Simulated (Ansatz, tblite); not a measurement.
Forces on GaO₃H₃ at its PBE-D4/def2-SVP geometry. The state is a singlet with charge 0.

The xTB rows come from tblite. The structure holds 1 bond(s) between oxygen atoms. Another isomer (singlet) lies 3.83 eV lower at PBE0-D4/def2-TZVP; other spin states weren't run for this one.

GFN1-xTB (tblite), largest force 1.17 eV/Å:

```xyz
7
positions Å, forces eV/Å
Ga    0.523    0.651    0.751    0.255    0.352    0.390
O    -0.981   -0.373   -1.179    0.608    0.816   -0.576
O     0.382   -1.043    1.320   -0.386    0.319   -0.863
O    -0.319    0.903   -0.872   -0.196   -1.009    0.402
H     1.227    1.842    1.454   -0.355   -0.609   -0.360
H    -0.152   -1.493    0.631    0.386    0.182    0.633
H    -0.680   -0.488   -2.105   -0.312   -0.051    0.373
```

GFN2-xTB (tblite), largest force 1.35 eV/Å:

```
Ga -0.045 -0.387 0.230
O 0.890 0.962 -0.311
O -0.313 0.388 -0.829
O -0.344 -0.773 0.023
H -0.231 -0.334 -0.247
H 0.368 0.179 0.673
H -0.324 -0.036 0.461
```

PBE-D4/def2-TZVP (Ansatz), largest force 0.29 eV/Å:

```
Ga 0.035 0.050 0.036
O -0.045 -0.181 -0.227
O -0.090 -0.081 -0.102
O 0.087 0.232 0.050
H -0.029 -0.047 -0.039
H 0.100 0.030 0.153
H -0.058 -0.003 0.128
```
